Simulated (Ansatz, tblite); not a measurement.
Removing and adding an electron: GeClF3. The state is a singlet with charge 0. Geometry: PBE-D4/def2-SVP. Ansatz, gas phase; energy differences of separate SCF runs; the oxidised species was run as a doublet alone; the reduced species was run as a doublet alone.

```xyz
5

Ge    0.0046   -0.0384   -0.0303
Cl   -0.1950    1.6197    1.2758
F     0.3490    0.4738   -1.6422
F    -1.4443   -0.9753   -0.0767
F     1.2857   -1.0798    0.4733
```

The xTB rows come from tblite. HOMO above LUMO, or a gap near zero within one spin, warns that the state may not be the lowest or that an electron is smeared out.

```csv
level,−HOMO (eV),vertical IE (eV),−LUMO (eV),vertical EA (eV),HOMO–LUMO gap (eV),IE − EA (eV),remarks
GFN1-xTB,13.77,17.03,7.68,4.14,6.09,12.89,–
GFN2-xTB,13.62,17.38,7.87,4.73,5.75,12.65,–
PBE-D4/def2-TZVP,9.09,12.76,3.34,–,5.75,–,gap within one spin near zero (+1 doublet)
PBE-D4/def2-TZVPD,9.16,–,3.48,0.70,5.67,–,HOMO above zero (-1 doublet)
r2SCAN-D4/def2-TZVP,9.52,13.08,3.04,–,6.48,–,–
r2SCAN-D4/def2-TZVPD,9.55,–,3.13,0.45,6.42,–,HOMO above zero (-1 doublet)
PBE0-D4/def2-TZVP,10.66,13.31,2.27,–,8.39,–,–
PBE0-D4/def2-TZVPD,10.69,–,2.42,0.51,8.27,–,HOMO above zero (-1 doublet)
```

   A HOMO above zero means that the electron is unbound at that level or that self-interaction error raises the level; the energy of removing that electron tells which. Raw xTB energy differences between charge states are shifted by several eV; the methods need an empirical correction for them.
